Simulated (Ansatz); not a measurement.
System: BN₂H₄F, charge 0, singlet. BN2H4F (SMILES NB(N)F).
B3LYP-D3(BJ)/def2-TZVP minimum from Ansatz (a program for electronic structure):
```
B
F 1 1.3555
N 1 1.4116 2 117.60
H 3 1.0033 1 124.27 2 180.00
H 3 1.0042 4 114.36 1 180.00
N 1 1.4116 2 117.60 3 180.00
H 6 1.0033 1 124.27 2 -180.00
H 6 1.0042 7 114.36 1 180.00
```

Total energies in hartree (Ansatz). Open shells are spin-unrestricted; no spin-orbit coupling. Cores are frozen in correlated methods. No relativity. Where a partner has so few electrons that a lower coupled-cluster level is exact, that level stands in.

```tsv
species	HF/cc-pVTZ	CCSD(T)/cc-pVTZ	HF/cc-pVQZ	CCSD(T)/cc-pVQZ	CCSD(T)/cc-pVDZ	CCSDT(Q)/cc-pVDZ
1: BN2H4F (SMILES B(N)(F)N)	-235.60476	-236.42551	-235.62376	-236.50174	-236.16866	-236.17066
2: B (doublet)	-24.53207	-24.59810	-24.53297	-24.60084	-24.58941	-24.58977
3: F (doublet)	-99.40552	-99.62036	-99.41377	-99.65026	-99.52757	-99.52776
4: N (quartet)	-54.40069	-54.51471	-54.40372	-54.52482	-54.47850	-54.47866
5: H (doublet)	-0.49981	-0.49981	-0.49995	-0.49995	-0.49928	-0.49928
```

Problem. Work out the atomisation energy (electronic, to ground-state atoms) in kcal/mol: take Hartree-Fock from cc-pVQZ, extrapolate the CCSD(T) correlation energy as X^-3 (X = 3, 4), and add CCSDT(Q) - CCSD(T) in cc-pVDZ. 1 hartree = 627.51 kcal/mol.

Solution. 
Species 1: correlation (64·(-0.87798) - 27·(-0.82075))/37 = -0.91974; step -0.00200; E1 = -235.62376 + (-0.91974) + (-0.00200) = -236.54550
Species 2: correlation (64·(-0.06787) - 27·(-0.06603))/37 = -0.06921; step -0.00036; E2 = -24.53297 + (-0.06921) + (-0.00036) = -24.60254
Species 3: correlation (64·(-0.23649) - 27·(-0.21484))/37 = -0.25229; step -0.00019; E3 = -99.41377 + (-0.25229) + (-0.00019) = -99.66625
Species 4: correlation (64·(-0.12110) - 27·(-0.11402))/37 = -0.12627; step -0.00016; E4 = -54.40372 + (-0.12627) + (-0.00016) = -54.53015
Species 5: correlation (64·(0.00000) - 27·(0.00000))/37 = 0.00000; step +0.00000; E5 = -0.49995 + (0.00000) + (+0.00000) = -0.49995
-1·E1 +1·E2 +1·E3 +2·E4 +4·E5 = 1.21661 hartree = 763.4 kcal/mol.
